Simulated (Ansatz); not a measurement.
Two structures of AlN₃H₈, closed shell, reached by relaxing down either side of one saddle point (PBE0-D4/def2-TZVP). Energies are electronic, without zero-point energy. Computed with Ansatz 0.2.0 (basis: def2-TZVPP and def2-QZVPP); correlated methods freeze the cores. Extrapolation: Hartree–Fock as exp(−7.88 √X), correlation as X^−2.97. First:

```json
{"atom": "Al1", "x (Å)": "-0.6108", "y (Å)": "-0.2312", "z (Å)": "0.0604"}
{"atom": "N2", "x (Å)": "0.0795", "y (Å)": "1.2818", "z (Å)": "0.6745"}
{"atom": "N3", "x (Å)": "-1.7420", "y (Å)": "-0.2004", "z (Å)": "-1.3009"}
{"atom": "N4", "x (Å)": "-0.1525", "y (Å)": "-1.7690", "z (Å)": "0.8072"}
{"atom": "H5", "x (Å)": "2.6915", "y (Å)": "1.1416", "z (Å)": "-0.2156"}
{"atom": "H6", "x (Å)": "3.4138", "y (Å)": "1.1362", "z (Å)": "-0.4140"}
{"atom": "H7", "x (Å)": "0.5360", "y (Å)": "1.3850", "z (Å)": "1.5652"}
{"atom": "H8", "x (Å)": "-0.0020", "y (Å)": "2.1779", "z (Å)": "0.2244"}
{"atom": "H9", "x (Å)": "-2.1931", "y (Å)": "0.6249", "z (Å)": "-1.6574"}
{"atom": "H10", "x (Å)": "-2.0255", "y (Å)": "-1.0053", "z (Å)": "-1.8334"}
{"atom": "H11", "x (Å)": "0.6190", "y (Å)": "-1.8929", "z (Å)": "1.4407"}
{"atom": "H12", "x (Å)": "-0.6137", "y (Å)": "-2.6487", "z (Å)": "0.6489"}
```

Second:

```
atom    x (Å)    y (Å)    z (Å)
 Al1   0.3875  -0.2847  -0.4366
  N2   0.3357   1.3776   0.7851
  N3  -1.1178   0.0508  -1.3969
  N4   0.2427  -1.5682   0.8380
  H5   1.1126   2.0227   0.7016
  H6   1.8213  -0.0811  -1.1262
  H7   0.2936   1.0279   1.7373
  H8  -0.5285   1.8654   0.5704
  H9  -1.0608   0.4380  -2.3269
 H10  -1.9018  -0.5838  -1.3735
 H11   1.0229  -2.1720   1.0477
 H12  -0.6071  -2.0927   0.9801
```

Task: Which bonds change from the first to the second?

Result: AlN₃H₆ ([NH2][Al]([NH2])[NH2]) + H₂ → AlN₂H₅ ([NH2][AlH][NH2]) + NH₃ (still joined by a long Al–N bond); bonds formed: Al1–H6, N2–H5; bonds broken: H5–H6; bonds weakened to dative contacts: Al1–N2.

Task: Give the saddle point's structure and its height above each. (An estimate is asked for; the value comes from the calculation.)

Result: By the calculation: 24.79 kcal/mol above the first and 31.12 kcal/mol above the second (CCSD(T) at an estimated basis limit (MP2 extrapolated from triple and quadruple zeta, plus CCSD(T) − MP2 in triple zeta)).
```
12
angstrom
Al -0.0062 -0.2029 -0.1288
N 0.2221 1.4498 0.7779
N -1.2006 -0.0943 -1.4382
N 0.2263 -1.7079 0.7857
H 1.3193 1.0175 0.0746
H 1.7115 0.2951 -0.5331
H 0.3337 1.4639 1.7829
H -0.1943 2.3173 0.4683
H -1.6359 0.7533 -1.7612
H -1.3958 -0.8430 -2.0820
H 1.1136 -2.0553 1.1081
H -0.4934 -2.3934 0.9456
```

The T1 diagnostic stays at or below 0.012.

Labels in which every atom is bracketed show which atoms are joined, not bond orders.

For scale, one of the runs: CCSD(T)/def2-TZVPP, 247 basis functions, launched by `ansatz run in.yaml --threads 4 --pin off --events-out ev --progress --plain --max-ram 9574MiB`. The run took 120 s on 4 CPU threads of an Arm Neoverse V1 (shared host), with 5.1 GiB of host memory at its peak.
